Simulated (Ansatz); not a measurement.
Ansatz (a program for electronic structure) input (B3LYP-D3(BJ)/def2-TZVP):

Ansatz 0.2 input:
```yaml
crystal:
  periodic: [false, false, false]
  atoms:
    - {symbol: B, position_ang: [0.00005098, 0.01358406, 0.82045483]}
    - {symbol: B, position_ang: [-0.00005098, -0.01358406, -0.82045483]}
    - {symbol: H, position_ang: [1.01557123, 0.03272412, 1.49609666]}
    - {symbol: H, position_ang: [-1.01538528, 0.01682331, 1.49648612]}
    - {symbol: H, position_ang: [1.01538528, -0.01682331, -1.49648612]}
    - {symbol: H, position_ang: [-1.01557123, -0.03272412, -1.49609666]}
basis:
  gaussian:
    orbitals: def2-TZVP
hamiltonian:
  xc: b3lyp
  dispersion: d3bj
total_charge: -1
magnetization: {spin_polarized: true, initial_magnetization: 1}
phonons: {temperatures: {t_min: 298.15, t_max: 298.15, t_step: 100}}
```

Output:

```
Functional definition: B3LYP
integrals: 0.01 GiB planned
514 factors; their error is unknown
mean field: 0.22 GiB planned
mean field evaluation 1: about -1416.4081 eV, gradient 1.3e1 eV
mean field evaluation 2: about -1416.5510 eV, gradient 1.2e1 eV
mean field evaluation 4: about -1417.6322 eV, gradient 1.7e-1 eV
mean field evaluation 8: about -1417.6277 eV, gradient 1.8e-2 eV
mean field -1417.62768724 eV, -52.0968566036 hartree, gradient 6.1e-5 eV, S^2 0.751984; 0 other end points of the search recorded, 0 dependent functions left out
the calculation of the forces begins
reference -1417.62792431 eV, -52.0968653156 hartree; 8, 7 occupied and 78, 79 virtual orbitals, 514 factors
these checks for a lower state are left out or cut short: stability, starts, cluster_reference, orbital_swaps, neighbouring_geometries, increment
integrals: 0.01 GiB planned
514 factors; their error is unknown
mean field: 0.22 GiB planned
mean field evaluation 16: about -1417.6276 eV, gradient 7.4e-2 eV
mean field -1417.62762196 eV, -52.0968542046 hartree, gradient 2.7e-6 eV, S^2 0.751983; 0 other end points of the search recorded, 0 dependent functions left out
the calculation of the forces begins
reference -1417.62785902 eV, -52.0968629162 hartree; 8, 7 occupied and 78, 79 virtual orbitals, 514 factors
these checks for a lower state are left out or cut short: stability, starts, cluster_reference, orbital_swaps, neighbouring_geometries, increment
integrals: 0.01 GiB planned
514 factors; their error is unknown
mean field: 0.22 GiB planned
mean field -1417.62759926 eV, -52.0968533704 hartree, gradient 2.4e-6 eV, S^2 0.751985; 0 other end points of the search recorded, 0 dependent functions left out
the calculation of the forces begins
reference -1417.62783634 eV, -52.0968620828 hartree; 8, 7 occupied and 78, 79 virtual orbitals, 514 factors
these checks for a lower state are left out or cut short: stability, starts, cluster_reference, orbital_swaps, neighbouring_geometries, increment
integrals: 0.01 GiB planned
514 factors; their error is unknown
mean field: 0.22 GiB planned
mean field evaluation 32: about -1417.6277 eV, gradient 7.5e-7 eV
mean field -1417.62767231 eV, -52.0968560550 hartree, gradient 7.5e-7 eV, S^2 0.751985; 0 other end points of the search recorded, 0 dependent functions left out
the calculation of the forces begins
reference -1417.62790940 eV, -52.0968647677 hartree; 8, 7 occupied and 78, 79 virtual orbitals, 514 factors
these checks for a lower state are left out or cut short: stability, starts, cluster_reference, orbital_swaps, neighbouring_geometries, increment
integrals: 0.01 GiB planned
514 factors; their error is unknown
mean field: 0.22 GiB planned
mean field -1417.62765218 eV, -52.0968553150 hartree, gradient 7.4e-7 eV, S^2 0.751984; 0 other end points of the search recorded, 0 dependent functions left out
the calculation of the forces begins
reference -1417.62788922 eV, -52.0968640263 hartree; 8, 7 occupied and 78, 79 virtual orbitals, 514 factors
these checks for a lower state are left out or cut short: stability, starts, cluster_reference, orbital_swaps, neighbouring_geometries, increment
integrals: 0.01 GiB planned
514 factors; their error is unknown
mean field: 0.22 GiB planned
mean field -1417.62766225 eV, -52.0968556853 hartree, gradient 3.0e-6 eV, S^2 0.751985; 0 other end points of the search recorded, 0 dependent functions left out
the calculation of the forces begins
reference -1417.62789933 eV, -52.0968643978 hartree; 8, 7 occupied and 78, 79 virtual orbitals, 514 factors
these checks for a lower state are left out or cut short: stability, starts, cluster_reference, orbital_swaps, neighbouring_geometries, increment
integrals: 0.01 GiB planned
514 factors; their error is unknown
mean field: 0.22 GiB planned
mean field -1417.62766320 eV, -52.0968557201 hartree, gradient 9.7e-7 eV, S^2 0.751983; 0 other end points of the search recorded, 0 dependent functions left out
the calculation of the forces begins
reference -1417.62790025 eV, -52.0968644315 hartree; 8, 7 occupied and 78, 79 virtual orbitals, 514 factors
Total energy: -1417.73080483 eV, -52.1006461052 hartree
Atom 0 at     0.000051     0.013584     0.820455 Å, force    -0.000000    -0.000003    -0.000190 eV/Å
Atom 1 at    -0.000051    -0.013584    -0.820455 Å, force     0.000000     0.000003     0.000190 eV/Å
Atom 2 at     1.015571     0.032724     1.496097 Å, force     0.000204     0.000006     0.000242 eV/Å
Atom 3 at    -1.015385     0.016823     1.496486 Å, force    -0.000204     0.000002     0.000242 eV/Å
Atom 4 at     1.015385    -0.016823    -1.496486 Å, force     0.000204    -0.000002    -0.000242 eV/Å
Atom 5 at    -1.015571    -0.032724    -1.496097 Å, force    -0.000204    -0.000006    -0.000242 eV/Å
Dipole moment:    -0.000000    -0.000000     0.000000 e Å
Vibrations: 396.40 539.50 728.55 856.59 911.18 924.90 1172.16 1235.18 2374.20 2387.60 2411.95 2411.98 cm⁻¹, zero-point energy 1.013583 eV
```

It need not be the lowest isomer of its formula.
